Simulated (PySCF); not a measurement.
C₂H₉FSi₃, SMILES F[Si@H]1C[SiH2]C[SiH2]1. Atoms are numbered in the order given.

```xyz
15

F      1.6642     1.5859     0.8404
Si     1.0887     0.7638    -0.4565
C      1.2121    -1.0855    -0.1037
Si    -0.3871    -1.6504     0.7490
C     -1.7761    -0.7877    -0.2154
Si    -1.2602     1.0125    -0.5820
H      1.9086     1.1845    -1.6286
H      1.2927    -1.6115    -1.0732
H      2.1184    -1.3270     0.4759
H     -0.5366    -3.1360     0.7444
H     -0.3902    -1.1754     2.1645
H     -1.9005    -1.3129    -1.1791
H     -2.7435    -0.8404     0.3092
H     -1.7424     1.9328     0.4897
H     -1.7815     1.4904    -1.8974
```
Charge 0, spin multiplicity 1.

Coordinates come from a B3LYP-D3(BJ)/def2-SVP optimisation. The structure was generated by enumeration; whether it is a known compound was not checked. The values are those of a single conformer.

Calculation: TDA-PBE0/def2-SVPD (PySCF).

Vertical excitations. 

```
state  energy (eV)  λ (nm)      f                          main pairs
-----  -----------  ------  -----  ----------------------------------
S1            5.91     210  0.020                      HOMO→LUMO 97 %
S2            6.59     188  0.028                    HOMO→LUMO+1 87 %
S3            6.74     184  0.021  HOMO−1→LUMO 68 %, HOMO−2→LUMO 22 %
S4            6.92     179  0.012  HOMO−2→LUMO 76 %, HOMO−1→LUMO 19 %
S5            7.29     170  0.005                    HOMO→LUMO+2 90 %
S6            7.41     167  0.027                    HOMO→LUMO+3 84 %
T1            5.05     245      0                      HOMO→LUMO 96 %
T2            5.92     209      0                    HOMO→LUMO+1 84 %
```
Triplets are in the Tamm–Dancoff approximation.
